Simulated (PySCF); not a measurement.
Si(NH2)4, SMILES N[Si](N)(N)N (H₈N₄Si) (PBE0/def2-SVP optimised geometry):

```
13

N     -0.954    -1.831    -1.434
Si    -0.274    -1.137     0.000
N     -0.646    -2.035     1.434
N     -0.955     0.456     0.000
N      1.458    -1.137     0.000
H     -0.824    -2.820    -1.613
H     -0.923    -1.303    -2.299
H     -1.606    -2.079     1.754
H     -0.172    -2.917     1.598
H     -0.620     1.137     0.672
H     -1.952     0.565    -0.152
H      1.950    -0.892     0.852
H      1.952    -0.785    -0.812
```

Level of theory: PySCF 2.14.0 with PBE0/def2-TZVP.

Task: What are the frontier orbital energies and the dipole moment?

Result: HOMO-2 -7.34 eV, HOMO-1 -7.34 eV, HOMO -6.75 eV, LUMO 0.79 eV, LUMO+1 2.00 eV; dipole moment 0.00 D.

Meta-Löwdin charges at PBE0/def2-TZVP: N1 -0.77, Si2 1.22, N3 -0.77, N4 -0.77, N5 -0.77, H6 0.23, H7 0.24, H8 0.23, H9 0.24, H10 0.23, H11 0.24, H12 0.24, H13 0.23.
